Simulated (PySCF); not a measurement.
1-chloro-1,3-difluorobuta-1,2-diene (C4H3ClF2), SMILES CC(F)=C=C(F)Cl.

Coordinates come from a B3LYP-D3(BJ)/def2-SVP optimisation.

The numbers are results of TDDFT-PBE/def2-SVPD (PySCF), not measurements.

Vertical excitations. Gas-phase values at a fixed geometry.

| state | energy (eV) | λ (nm) | f | main pairs |
|---|---|---|---|---|
| S1 | 4.79 | 259 | 0.000 | HOMO→LUMO 99 % |
| S2 | 5.32 | 233 | 0.001 | HOMO−1→LUMO+1 99 % |
| S3 | 5.71 | 217 | 0.017 | HOMO−1→LUMO 55 %, HOMO→LUMO+1 33 % |
| S4 | 6.44 | 193 | 0.016 | HOMO→LUMO+2 77 %, HOMO→LUMO+3 18 % |
| S5 | 6.50 | 191 | 0.033 | HOMO−1→LUMO+2 51 %, HOMO−2→LUMO 42 % |
| S6 | 6.58 | 188 | 0.192 | HOMO→LUMO+3 39 %, HOMO→LUMO+1 18 %, HOMO→LUMO+2 17 %, HOMO−2→LUMO 12 % |
| S7 | 6.62 | 187 | 0.298 | HOMO→LUMO+3 42 %, HOMO→LUMO+1 24 %, HOMO−2→LUMO 12 % |
| S8 | 6.68 | 186 | 0.007 | HOMO−1→LUMO+3 65 %, HOMO−1→LUMO+2 17 %, HOMO−2→LUMO 16 % |
| S9 | 6.81 | 182 | 0.002 | HOMO−2→LUMO+1 99 % |
| S10 | 7.03 | 176 | 0.001 | HOMO−3→LUMO 97 % |
| T1 | 4.09 | 303 | 0 | HOMO−1→LUMO 85 % |
| T2 | 4.26 | 291 | 0 | HOMO→LUMO+1 86 % |
| T3 | 4.43 | 280 | 0 | HOMO→LUMO 98 % |
| T4 | 4.96 | 250 | 0 | HOMO−1→LUMO+1 99 % |
Triplets are in the Tamm–Dancoff approximation, which puts them higher than full response would, so one can lie above its singlet here.
